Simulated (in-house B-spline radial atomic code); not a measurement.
The outermost shell (largest non-relativistic mean radius) with and without relativity; Dirac values are averaged over j. Computed with a B-spline radial code for spherical atoms: non-relativistic Hartree-Fock and Dirac-Hartree-Fock, averages of the configuration (point nuclei without relativity, finite nuclei with it).

```json
{"ion": "Mg4+", "configuration": "[He] 2s2 2p4", "outermost shell": "2s", "radius non-relativistic (bohr)": "0.64834", "radius Dirac (bohr)": "0.6468", "radius change (%)": "-0.23727", "level non-relativistic (eV)": "-179.817", "level Dirac (eV)": "-180.26", "spin-orbit splitting (eV)": "-"}
{"ion": "Al4+", "configuration": "[He] 2s2 2p5", "outermost shell": "2s", "radius non-relativistic (bohr)": "0.60183", "radius Dirac (bohr)": "0.60013", "radius change (%)": "-0.28266", "level non-relativistic (eV)": "-199.295", "level Dirac (eV)": "-199.9", "spin-orbit splitting (eV)": "-"}
{"ion": "Si4+", "configuration": "[He] 2s2 2p6", "outermost shell": "2s", "radius non-relativistic (bohr)": "0.56149", "radius Dirac (bohr)": "0.55962", "radius change (%)": "-0.33221", "level non-relativistic (eV)": "-219.723", "level Dirac (eV)": "-220.52", "spin-orbit splitting (eV)": "-"}
{"ion": "P4+", "configuration": "[Ne] 3s1", "outermost shell": "3s", "radius non-relativistic (bohr)": "1.6174", "radius Dirac (bohr)": "1.6133", "radius change (%)": "-0.25105", "level non-relativistic (eV)": "-64.457", "level Dirac (eV)": "-64.613", "spin-orbit splitting (eV)": "-"}
{"ion": "S4+", "configuration": "[Ne] 3s2", "outermost shell": "3s", "radius non-relativistic (bohr)": "1.4871", "radius Dirac (bohr)": "1.4829", "radius change (%)": "-0.28557", "level non-relativistic (eV)": "-70.804", "level Dirac (eV)": "-70.999", "spin-orbit splitting (eV)": "-"}
{"ion": "Cl4+", "configuration": "[Ne] 3s2 3p1", "outermost shell": "3p", "radius non-relativistic (bohr)": "1.456", "radius Dirac (bohr)": "1.4549", "radius change (%)": "-0.076529", "level non-relativistic (eV)": "-66.967", "level Dirac (eV)": "-66.982", "spin-orbit splitting (eV)": "0.19558"}
{"ion": "Ar4+", "configuration": "[Ne] 3s2 3p2", "outermost shell": "3p", "radius non-relativistic (bohr)": "1.3449", "radius Dirac (bohr)": "1.3436", "radius change (%)": "-0.093994", "level non-relativistic (eV)": "-73.221", "level Dirac (eV)": "-73.245", "spin-orbit splitting (eV)": "0.26767"}
```
